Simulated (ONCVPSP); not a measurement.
nitrogen (N): ONCV pseudisation with LDA (Perdew-Wang 92), scalar-relativistic reference atom.

The input file (ONCVPSP 4.0.1):

```
# ATOM AND REFERENCE CONFIGURATION
# atsym  z   nc   nv     iexc    psfile
  N 7.00    1    2  -001012      upf
#
#   n    l    f
    1    0    2.00
    2    0    2.00
    2    1    3.00
#
# PSEUDOPOTENTIAL AND OPTIMIZATION
# lmax
    1
#
#   l,   rc,      ep,       ncon, nbas, qcut
    0    1.05    0.00    3    7    7.40
    1    1.35    0.00    4    9    9.30
#
# LOCAL POTENTIAL
# lloc, lpopt,  rc(5),   dvloc0
    4    5    1.00    4.00
#
# VANDERBILT-KLEINMAN-BYLANDER PROJECTORs
# l, nproj, debl
    0    3    3.70
    1    1    3.80
#
# MODEL CORE CHARGE
# icmod, fcfact, rcfact
    3    5.00    1.25
#
# LOG DERIVATIVE ANALYSIS
# epsh1, epsh2, depsh
   -2.00    5.00    0.02
#
# OUTPUT GRID
# rlmax, drl
    6.00    0.01
#
# TEST CONFIGURATIONS
# ncnf
    4
# nvcnf
#   n    l    f
    2
    2    0    2.00
    2    1    2.00
#
    2
    2    0    2.00
    2    1    1.00
#
    2
    2    0    2.00
    2    1    0.00
#
    2
    2    0    2.00
    2    1    2.50
#
```

Command:

```bash
oncvpsp.x < N.dat > N.out
```

Resulting log (shortened: citation, most of the input echo, consistency checks and plot data are left out):

```
ONCVPSP  (Optimized Norm-Conservinng Vanderbilt PSeudopotential)
scalar-relativistic version 4.0.1

#   n    l    f        energy (Ha)
    1    0    2.00    -1.4020212E+01
    2    0    2.00    -6.7696345E-01
    2    1    3.00    -2.6603821E-01

Reference configufation results
  iterations    22
  all-electron total energy (Ha)   -5.40545669D+01

Begin loop to  construct optimized pseudo wave functions
and semi-local pseudopoentials for all angular momenta

   Wellstate for l =  0  n =  4
     eigenvalue =   3.0230
     asymptotic potential =   3.5230
     half-point radius =  2.7328

   Wellstate for l =  0  n =  5
     eigenvalue =   6.7230
     asymptotic potential =   7.2230
     half-point radius =  2.5218

Calculating optimized projector #   1

 for l=   0

    Fraction of norm inside rc  0.367305
    Optimizing pswf for qcut=   7.41 a_B^-1,  ecut=  27.43 Ha
    Residual kinetic energy error=  2.32D-04 Ha

    Energy error per electron        Cutoff
         Ha          eV             Ha
         0.01000     0.27211       15.31
         0.00100     0.02721       22.86
         0.00010     0.00272       44.92
         0.00001     0.00027      135.67

Calculating optimized projector #   2

 for l=   0

    Fraction of norm inside rc  0.074908
    Optimizing pswf for qcut=   7.41 a_B^-1,  ecut=  27.43 Ha
    Residual kinetic energy error=  4.38D-04 Ha

    Energy error per electron        Cutoff
         Ha          eV             Ha
         0.01000     0.27211       16.34
         0.00100     0.02721       24.67
         0.00010     0.00272       44.56
         0.00001     0.00027       97.15

Calculating optimized projector #   3

 for l=   0

    Fraction of norm inside rc  0.048754
    Optimizing pswf for qcut=   7.41 a_B^-1,  ecut=  27.43 Ha
    Residual kinetic energy error=  1.48D-03 Ha

    Energy error per electron        Cutoff
         Ha          eV             Ha
         0.01000     0.27211       20.94
         0.00100     0.02721       29.21
         0.00010     0.00272       85.52
         0.00001     0.00027      215.98

Calculating optimized projector #   1

 for l=   1

    Fraction of norm inside rc  0.526888
    Optimizing pswf for qcut=   9.29 a_B^-1,  ecut=  43.17 Ha
    Residual kinetic energy error=  3.96D-06 Ha

    Energy error per electron        Cutoff
         Ha          eV             Ha
         0.01000     0.27211       22.14
         0.00100     0.02721       29.87
         0.00010     0.00272       36.24
         0.00001     0.00027       40.90

Construct Vanderbilt / Kleinmman-Bylander projectors

B matrix Hermiticity error, ll=   0
   1   2   -1.9723E-04
   1   3    3.6775E-04
   2   3    1.3322E-04

  Orthonormal projector coefficients  1.0148E+01 -5.6032E+00  2.7889E+00

Model core correction analysis
  based on d2Exc/dn_idn_j

d2excae - all-electron derivatives

   -4.986399D-02   -4.359057D-02
   -4.359242D-02   -4.176149D-02

d2excps - pseudofunction derivatives with no core correction

   -5.112048D-02   -4.686299D-02
   -4.686421D-02   -4.496893D-02

rms 2nd derivative error    2.884432E-03

rmatch, rhocmatch    0.4553    5.9626

Teter function model core charge with specified parameters

d2excps - pseudofunction derivatives with core correction

   -4.985893D-02   -4.547432D-02
   -4.547573D-02   -4.334480D-02

rms 2nd derivative error    1.549376E-03

Pseudoatom total energy   -9.644532

Diagnostic tests using Vanderbilt-Kleinman-Bylander pseudopotentials
  1 or more projectors used as specified by nproj input data

   l    rcore       rmatch      e in        delta e   norm test  slope test

   0   1.0519859   1.0839265  -0.6769634   0.0000347   1.0000589   1.0005924
   0   1.0519859   1.0839265   3.0230365  -0.0000281   1.0002600   1.0002600
   0   1.0519859   1.0839265   6.7230365   0.0001087   1.0003215   1.0003215

   1   1.3524621   1.3935258  -0.2660382  -0.0000029   0.9999992   1.0000122

 Testing for bound ghosts
   n   l    E NL Schr. Eq   E Basis Diag.   E Cutoff

   1   0       -0.676929       -0.647508    235.59

   2   1       -0.266041       -0.251720    164.89

 Testing for highly-localized positive-energy ghosts
       l    <radius>/rc     E Basis Diag.   E Cutoff

Test configuration 0

   n   l     f        eae           eps        diff
   1   0  2.0000  -14.02021223
   2   0  2.0000   -0.67696345   -0.67692880    3.47D-05
   2   1  3.0000   -0.26603821   -0.26604107   -2.86D-06

    Total energies and differences
      AE_ref= -5.40545669D+01  AE_tst= -5.40545669D+01  dif=  0.00D+00
      PS_ref= -9.64453213D+00  PS_tst= -9.64453213D+00  dif=  7.11D-15
      PSP excitation error= -7.11D-15

Test configuration 1

   n   l     f        eae           eps        diff
   1   0  2.0000  -14.64322031
   2   0  2.0000   -1.18520382   -1.18544639   -2.43D-04
   2   1  2.0000   -0.76502799   -0.76415586    8.72D-04

    Total energies and differences
      AE_ref= -5.40545669D+01  AE_tst= -5.35499663D+01  dif=  5.05D-01
      PS_ref= -9.64453213D+00  PS_tst= -9.14017432D+00  dif=  5.04D-01
      PSP excitation error=  2.43D-04

Test configuration 2

   n   l     f        eae           eps        diff
   1   0  2.0000  -15.45785262
   2   0  2.0000   -1.79689495   -1.79551160    1.38D-03
   2   1  1.0000   -1.38248897   -1.37659272    5.90D-03

    Total energies and differences
      AE_ref= -5.40545669D+01  AE_tst= -5.24852504D+01  dif=  1.57D+00
      PS_ref= -9.64453213D+00  PS_tst= -8.07826733D+00  dif=  1.57D+00
      PSP excitation error=  3.05D-03

Test configuration 3

   n   l     f        eae           eps        diff
   1   0  2.0000  -16.44732555
   2   0  2.0000   -2.49138995   -2.48261782    8.77D-03

    Total energies and differences
      AE_ref= -5.40545669D+01  AE_tst= -5.07517974D+01  dif=  3.30D+00
      PS_ref= -9.64453213D+00  PS_tst= -6.35704960D+00  dif=  3.29D+00
      PSP excitation error=  1.53D-02

Test configuration 4

   n   l     f        eae           eps        diff
   1   0  2.0000  -14.30622751
   2   0  2.0000   -0.91637158   -0.91655458   -1.83D-04
   2   1  2.5000   -0.49918215   -0.49900727    1.75D-04

    Total energies and differences
      AE_ref= -5.40545669D+01  AE_tst= -5.38647275D+01  dif=  1.90D-01
      PS_ref= -9.64453213D+00  PS_tst= -9.45471439D+00  dif=  1.90D-01
      PSP excitation error=  2.16D-05
```

The run took about 2.5 s on one core of a shared server CPU.
